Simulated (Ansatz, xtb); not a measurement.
## A geometry optimisation of C3H11BS with r2SCAN-D4/def2-SVP

The starting geometry of this gas-phase singlet was built from a drawn formula by distance geometry; its bonds are those of `C[B-](C)(C)[SH2+]`.

```xyz
16

C    -0.8155    0.6258   -1.0420
C     1.5545    0.2956   -0.1801
C    -0.1293   -1.6136    0.0537
B     0.0276   -0.0352    0.0832
S    -0.4677    0.6224    1.7338
H    -0.7119    1.7863   -1.0347
H    -0.5518    0.2898   -2.0522
H    -1.9007    0.4725   -0.8868
H     2.2119   -0.1627    0.6654
H     1.7575    1.3927   -0.1194
H     1.8956   -0.0963   -1.1345
H    -1.2556   -1.8468    0.2521
H     0.3548   -2.0859    0.8327
H     0.0676   -2.0264   -0.9120
H    -0.2732    1.9698    1.7904
H    -1.7868    0.3895    1.9947
```

Question: Where would you expect an optimisation with r2SCAN-D4/def2-SVP to take it?

Answer: It loosens into C3H9B + H2S, which stay close as a complex. Contacts that open: B4–S5 (1.84 → 2.79 Å).

The energy falls by 1.26 eV over 11 steps:

```tsv
step	E − E(last) (eV)
1	1.260
2	0.313
3	0.194
4	0.061
5	0.058
7	0.014
8	0.004
9	0.001
10	0.000
11	0.000
```

Final geometry (Å):

```xyz
16

C    -0.8715    0.6932   -1.0786
C     1.6810    0.2779   -0.1971
C    -0.1810   -1.7071    0.0298
B     0.1687   -0.1904   -0.2688
S    -0.5374    0.7577    2.2576
H    -0.7041    1.7807   -1.0077
H    -0.7281    0.4353   -2.1473
H    -1.9297    0.4760   -0.8575
H     2.2632   -0.2020    0.6059
H     1.8191    1.3701   -0.1372
H     2.1538   -0.0365   -1.1492
H    -1.2473   -1.8992    0.2340
H     0.4250   -2.1591    0.8315
H     0.0588   -2.2733   -0.8925
H    -0.5396    2.0385    1.8294
H    -1.8539    0.6158    1.9920
```

From the same start GFN2-xTB reaches the same bonding as this run.

The end wasn't checked by frequencies. Run with Ansatz 0.2.0, 36 s on 2 threads of Intel(R) Xeon(R) Platinum 8259CL CPU @ 2.50GHz (Skylake/Cascade Lake) (shared host).
